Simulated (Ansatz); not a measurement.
Consider the isomerisation: `C=N[SiH2][AlH][SiH3]` → `[SiH3][SiH2][N]1[CH2][AlH]1`.

Isolated molecules relaxed with PBE0-D4/def2-TZVP in Ansatz; ΔE leaves out vibrations. CCSD(T)/CBS adds triple-zeta CCSD(T) − MP2 to the extrapolated MP2 energy (def2 sets, frozen cores). Functionals use def2-TZVPP. One conformer a species, not always the lowest.

```json
{"level": "PBE-D4", "ΔE (eV)": "-0.18"}
{"level": "ωB97X-V", "ΔE (eV)": "-0.25"}
{"level": "PBE", "ΔE (eV)": "-0.14"}
{"level": "PBE0", "ΔE (eV)": "-0.20"}
{"level": "SCS-MP2/def2-TZVPP", "ΔE (eV)": "-0.31"}
{"level": "CCSD(T)/def2-TZVPP", "ΔE (eV)": "-0.21"}
{"level": "HF/def2-QZVPP", "ΔE (eV)": "0.06"}
{"level": "CCSD/CBS(def2)", "ΔE (eV)": "-0.25"}
```

What does CCSD(T)/CBS give? (Best estimate.)

Computed: -0.27 eV. The listed levels differ from it by 0.09, 0.02, 0.13, 0.07, -0.04, 0.06, 0.33, 0.02 eV.

Largest T1 diagnostic among the species: 0.014.

The D4 term adds −0.06 eV with B3LYP and −0.03 eV with PBE0; it sums over pairs of atoms, weighted by their polarisabilities, and B3LYP, whose exchange is more repulsive, gets the larger term. In def2-TZVPP, CCSD(T) changes the Hartree–Fock value by −0.29 eV (the triples alone add −0.02 eV) and MP2 by −0.52 eV.

B3LYP here is the variant with VWN-RPA as its local correlation; programs differ in this.
